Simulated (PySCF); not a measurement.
C₆ coefficients of unlike pairs at PBE

Calculated with PySCF 2.14 from the dipole response of each species, C₆(A,B) = (3/π) ∫ α_A(iu) α_B(iu) du, in atomic units, from isotropic polarisabilities. For ions this is the dispersion term alone; charge-induced terms of lower order in 1/R come first.

```csv
species,configuration,basis,relativity,α (bohr³),C₆ (like pair)
N,[He] 2s2 2p3 (4S),aug-cc-pVDZ-DK (4s3p2d),spin-free X2C,7.411,25.07
S,[Ne] 3s2 3p4 (3P),"aug-cc-pCVTZ-DK with one added diffuse shell each of s, p, d, f type (9s8p6d4f)",spin-free X2C,21.12,145.5
Ti,[Ar] 3d2 4s2 (3F),"aug-cc-pVTZ with one added diffuse shell each of s, p, d, f, g type (9s8p6d4f3g)",none,106.8,1243
As²⁺,[Ar] 3d10 4s2 4p1 (2P),aug-cc-pVQZ-DK (8s7p5d3f2g),spin-free X2C,10.11,43.64
```

Task: Estimate C₆ for As²⁺ with N.

Result: The integral gives 33.01. The combination rule 2 C_A C_B / (C_A α_B/α_A + C_B α_A/α_B) gives 33.06 and the geometric mean 33.08.

No spin-orbit coupling is included.

The other pairs:

| pair | C₆ |
| --- | --- |
| As²⁺, Ti | 194.9 |
| Ti, S | 377.2 |
| As²⁺, S | 79.10 |
| S, N | 59.49 |
| Ti, N | 144.3 |
